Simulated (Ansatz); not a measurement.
Consider the formal exchange of groups at a C–B bond: `BCSCF` + SiH₄ → `FCSC[SiH3]` + BH₃.

Isolated molecules relaxed with PBE0-D4/def2-TZVP in Ansatz; ΔE leaves out vibrations. CBS: MP2 limit from def2 TZ/QZ plus the TZ coupled-cluster correction, frozen cores. This one scheme is used for every species. DFT in def2-TZVPP. B3LYP here is the variant with VWN-RPA as its local correlation; programs differ in this. One conformer a species, not always the lowest.

```json
{"level": "PBE-D4", "ΔE (kJ/mol)": "23.5", "difference from CCSD(T)/CBS": "6.8"}
{"level": "r2SCAN-D4", "ΔE (kJ/mol)": "23.1", "difference from CCSD(T)/CBS": "6.4"}
{"level": "PBE0-D4", "ΔE (kJ/mol)": "21.9", "difference from CCSD(T)/CBS": "5.2"}
{"level": "B3LYP-D4", "ΔE (kJ/mol)": "19.8", "difference from CCSD(T)/CBS": "3.1"}
{"level": "ωB97X-V", "ΔE (kJ/mol)": "20.3", "difference from CCSD(T)/CBS": "3.6"}
{"level": "ωB97M-V", "ΔE (kJ/mol)": "19.9", "difference from CCSD(T)/CBS": "3.2"}
{"level": "B2PLYP", "ΔE (kJ/mol)": "21.6", "difference from CCSD(T)/CBS": "4.9"}
{"level": "PBE", "ΔE (kJ/mol)": "27.5", "difference from CCSD(T)/CBS": "10.8"}
{"level": "r2SCAN", "ΔE (kJ/mol)": "24.2", "difference from CCSD(T)/CBS": "7.5"}
{"level": "PBE0", "ΔE (kJ/mol)": "25.4", "difference from CCSD(T)/CBS": "8.7"}
{"level": "B3LYP", "ΔE (kJ/mol)": "26.1", "difference from CCSD(T)/CBS": "9.4"}
{"level": "HF/def2-TZVPP", "ΔE (kJ/mol)": "22.7", "difference from CCSD(T)/CBS": "6.0"}
{"level": "MP2/def2-TZVPP", "ΔE (kJ/mol)": "15.4", "difference from CCSD(T)/CBS": "-1.3"}
{"level": "SCS-MP2/def2-TZVPP", "ΔE (kJ/mol)": "16.1", "difference from CCSD(T)/CBS": "-0.6"}
{"level": "CCSD/def2-TZVPP", "ΔE (kJ/mol)": "19.0", "difference from CCSD(T)/CBS": "2.3"}
{"level": "CCSD(T)/def2-TZVPP", "ΔE (kJ/mol)": "17.9", "difference from CCSD(T)/CBS": "1.2"}
{"level": "HF/def2-QZVPP", "ΔE (kJ/mol)": "22.6", "difference from CCSD(T)/CBS": "5.9"}
{"level": "MP2/def2-QZVPP", "ΔE (kJ/mol)": "14.6", "difference from CCSD(T)/CBS": "-2.1"}
{"level": "SCS-MP2/def2-QZVPP", "ΔE (kJ/mol)": "15.5", "difference from CCSD(T)/CBS": "-1.2"}
{"level": "HF/CBS(def2)", "ΔE (kJ/mol)": "22.6", "difference from CCSD(T)/CBS": "5.9"}
{"level": "MP2/CBS(def2)", "ΔE (kJ/mol)": "14.1", "difference from CCSD(T)/CBS": "-2.6"}
{"level": "CCSD/CBS(def2)", "ΔE (kJ/mol)": "17.8", "difference from CCSD(T)/CBS": "1.1"}
{"level": "CCSD(T)/CBS", "ΔE (kJ/mol)": "16.7", "difference from CCSD(T)/CBS": "0"}
```

Largest T1 diagnostic among the species: 0.012.

The D4 term adds −6.4 kJ/mol with B3LYP and −3.6 kJ/mol with PBE0; it sums over pairs of atoms, weighted by their polarisabilities, and B3LYP, whose exchange is more repulsive, gets the larger term. In def2-TZVPP, CCSD(T) changes the Hartree–Fock value by −4.8 kJ/mol (the triples alone add −1.1 kJ/mol) and MP2 by −7.3 kJ/mol.
